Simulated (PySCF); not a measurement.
# Shapes and spin states of TcCl2

Computed with PySCF, PBE0, basis Tc def2-SVP with ECP28, Cl def2-SVP (scalar-relativistic core potentials, no spin–orbit coupling, density fitting).

Relaxations began from a few typed shapes and spin states; open shells are unrestricted. The search is not exhaustive: other isomers or separated fragments can lie lower, and high-lying points may rest on an excited occupation.

Order these stationary points by electronic energy, lowest first, in kJ/mol from the lowest minimum.
A. broken-symmetry Ms = 1/2 (⟨S²⟩ 2.55) D∞h: Tc–Cl 2.260 Å (×2); Cl–Tc–Cl 180.0°
B. broken-symmetry Ms = 1/2 (⟨S²⟩ 2.59) D∞h: Tc–Cl 2.269 Å (×2); Cl–Tc–Cl 180.0°
C. broken-symmetry Ms = 3/2 (⟨S²⟩ 4.57) D∞h: Tc–Cl 2.273 Å (×2); Cl–Tc–Cl 180.0°
D. sextet D∞h: Tc–Cl 2.300 Å (×2); Cl–Tc–Cl 180.0°

D (0.0), C (114.4), A (172.5), B (190.2).

Which of them are minima?

By energy in kJ/mol, 0.0: minimum; 114.4: not settled, its softest mode being under 30 cm⁻¹; 172.5: minimum; 190.2: not settled, its softest mode being under 30 cm⁻¹.

Formally Tc is in oxidation state +2, d5, with 5 unpaired electrons (the high-spin count). The Mulliken spin on Tc is 4.76. The polar-tensor charge on Tc, 1.20, is below the formal one.

For the lowest minimum: open d and f shells are described by one determinant, and the ground state may have another occupation or spin.

The electron or spin density has lower symmetry than the nuclear frame for the broken-symmetry Ms = 3/2 (⟨S²⟩ 4.57) D∞h at 114.4 kJ/mol, broken-symmetry Ms = 1/2 (⟨S²⟩ 2.55) D∞h at 172.5 kJ/mol, broken-symmetry Ms = 1/2 (⟨S²⟩ 2.59) D∞h at 190.2 kJ/mol.
